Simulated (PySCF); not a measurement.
# Computed properties of Mg(I)(SMe) (CH₃IMgS), SMILES [I][Mg][S]C

Mg(I)(SMe) (CH3IMgS), SMILES C[S][Mg][I]. Coordinates come from a B3LYP-D3(BJ)/def2-SVP optimisation. The structure was generated by enumeration; whether it is a known compound was not checked. The def2 effective core potentials stand for the cores of I; spin–orbit coupling is left out. The values are those of a single conformer. All values are computed for the isolated molecule unless a solvent is named; none is compared with measurement here.

**Structure.** The optimised structure has Cs symmetry. All 15 harmonic modes at B3LYP-D3(BJ)/def2-SVP (PySCF) are real, so it is a minimum. With heavy atoms numbered as in [Mg:1]([I:2])[S:3][CH3:4], the shortest bond between them is S3–C4 at 1.851 Å and the longest Mg1–I2 at 2.564 Å.

**Vibrations.** The strongest infrared lines (harmonic, unscaled, degenerate partners summed) lie at 511 cm⁻¹ (102 km/mol, Mg 76 %, S 21 %), 3043 cm⁻¹ (30 km/mol, H 98 %), 1335 cm⁻¹ (27 km/mol, H 87 %, C 12 %). The softest mode is at 62 cm⁻¹ and the zero-point energy is 24.7 kcal/mol.

**Electronic structure.** ωB97X/def2-TZVP (PySCF) places the frontier levels at -9.10 and 0.04 eV, a gap of 9.14 eV, and gives a dipole moment of 1.55 D and a mean polarisability of 91.0 bohr³. PBE/def2-TZVP (PySCF) at the same geometry gives -5.61 and -2.34 eV, so its gap is 5.87 eV narrower. An orbital gap is neither the optical nor the fundamental gap.

**Excitations.** TDDFT-B3LYP/def2-SVPD (PySCF) has S1 at 3.70 eV (335 nm, f = 0.012, weak); the most intense of the 10 singlets computed lies at 5.48 eV (f = 0.22). T1 (TDA) is at 3.47 eV. TDDFT-PBE/def2-SVPD (PySCF) puts S1 at 3.37 eV. No vertical singlet excitation falls in the visible range (under 3.1 eV).
